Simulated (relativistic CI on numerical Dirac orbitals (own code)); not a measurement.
## Mo³⁺: resonant inelastic scattering at the M2,3 edge

Computed with this model: Dirac-Coulomb-Breit CI, separate exchange-only KLI orbitals for each configuration, a model potential for QED, Kramers-Heisenberg scattering through one core-hole configuration in a parametric crystal field, unscaled Slater integrals; configurations [Kr] 4d3 → [Ne] 3s2 3p5 3d10 4s2 4p6 4d4; 80 K; core-hole width 1.2 eV; summed over polarisations. Incident energies are the highest absorption maxima for each field (at most a few, so the weaker spin-orbit partner edge can be absent), on the computed scale of the free ion. Intensities are in per cent of the strongest line above 0.02 eV; levels within 1 cm⁻¹ are merged; final levels count from the ground level, the first row holds all elastic scattering, lines under 0.4 are left out and each table stops after 24 rows. The scale of the Slater integrals is a model choice and moves the terms in proportion.

Field parameters in Wybourne normalisation: D3d B²₀ = −7Dσ, B⁴₀ = −14Dq − 21Dτ, B⁴₃ = −14√(10/7) Dq. The field is a parameter set, without covalency.

S is read from ⟨S²⟩ = S(S + 1).

D3d, 10Dq = 35900, Dσ = 910, Dτ = 270 cm⁻¹:

| Final level (eV) | Degeneracy | Irrep | S | 398.8 eV | 401.2 eV | 403 eV |
| --- | --- | --- | --- | --- | --- | --- |
| 0.000 | 2 | Γ5+Γ6 | 1.50 | 690.1 | 861.4 | 370.9 |
| 0.001 | 2 | Γ4 | 1.50 | 18.5 | 0.9 | 4.8 |
| 1.766 | 2 | Γ5+Γ6 | 0.50 | 18.9 | 1.7 | 3.8 |
| 1.846 | 2 | Γ4 | 0.50 | 23.6 | 2.1 | 3.9 |
| 2.054 | 2 | Γ4 | 0.50 | 12.5 | 3.4 | 1.5 |
| 2.064 | 2 | Γ5+Γ6 | 0.50 | 12.2 | 4.0 | 2.6 |
| 2.072 | 2 | Γ4 | 0.50 | 16.4 | 5.5 | 2.6 |
| 3.204 | 2 | Γ4 | 0.51 | 15.7 | 9.5 | 2.9 |
| 3.364 | 2 | Γ4 | 0.50 | 21.4 | 8.2 | 3.0 |
| 3.396 | 2 | Γ5+Γ6 | 0.51 | 14.5 | 7.6 | 2.6 |
| 4.400 | 2 | Γ4 | 1.50 | 5.4 | 87.1 | 7.9 |
| 4.401 | 2 | Γ5+Γ6 | 1.50 | 6.4 | 100.0 | 13.4 |
| 4.586 | 2 | Γ4 | 1.50 | 7.0 | 95.8 | 8.7 |
| 4.609 | 2 | Γ4 | 1.50 | 6.0 | 88.1 | 9.3 |
| 4.631 | 2 | Γ5+Γ6 | 1.50 | 5.7 | 82.8 | 9.7 |
| 4.654 | 2 | Γ4 | 1.50 | 6.4 | 84.3 | 10.4 |
| 5.544 | 2 | Γ4 | 1.49 | 3.8 | 47.6 | 6.2 |
| 5.548 | 2 | Γ5+Γ6 | 1.50 | 3.7 | 37.3 | 7.1 |
| 5.837 | 2 | Γ4 | 1.50 | 1.6 | 36.9 | 4.6 |
| 5.838 | 2 | Γ4 | 1.48 | 3.5 | 56.4 | 6.3 |
| 5.843 | 2 | Γ5+Γ6 | 1.50 | 2.1 | 36.4 | 5.8 |
| 5.848 | 2 | Γ4 | 1.50 | 3.2 | 42.1 | 7.6 |
| 6.167 | 2 | Γ4 | 0.55 | 0.3 | 1.2 | 1.8 |
| 6.210 | 2 | Γ4 | 0.51 | 0.1 | 0.7 | 3.9 |

D3d, 10Dq = 15150, Dσ = -90, Dτ = 300 cm⁻¹:

```
Final level (eV)  Degeneracy  Irrep     S  399.9 eV  417.6 eV
           0.000           2     Γ4  1.50    3638.9     442.7
           0.001           2  Γ5+Γ6  1.50      16.1       7.1
           1.799           2  Γ5+Γ6  0.83      19.7      34.6
           1.851           2     Γ4  0.84      11.6      31.2
           1.943           2  Γ5+Γ6  0.87      19.6      24.1
           1.955           2     Γ4  1.34      64.9      34.6
           1.972           2     Γ4  0.86      27.1      31.2
           2.006           2  Γ5+Γ6  1.25      88.4      25.6
           2.018           2     Γ4  1.36      85.4      31.9
           2.042           2     Γ4  1.18      98.7      29.8
           2.109           2  Γ5+Γ6  1.32     100.0      17.2
           2.112           2     Γ4  1.06      93.3      14.9
           2.141           2     Γ4  1.31      89.1      13.9
           2.738           2     Γ4  1.17      44.3      32.0
           2.804           2  Γ5+Γ6  1.47      47.3      18.1
           2.858           2     Γ4  0.94      51.5      17.8
           2.941           2     Γ4  0.94      48.2      34.4
           2.976           2  Γ5+Γ6  0.83      31.5      22.9
           3.096           2     Γ4  1.46      54.3      16.2
           3.120           2     Γ4  1.46      76.5       7.0
           3.127           2  Γ5+Γ6  1.32      53.5      11.5
           3.142           2     Γ4  1.30      57.6       7.0
           3.661           2     Γ4  0.54       4.6       0.4
           3.853           2     Γ4  0.51       1.9       1.4
```

For the first field the strongest loss at the lowest incident energy is the level at 1.85 eV (S = 0.50, against 1.50 in the thermal ground state). Levels of other spin, the first over 8 % at 1.77 eV, appear because spin-orbit coupling of the core hole, and in heavier ions of the valence shell too, mixes spins.
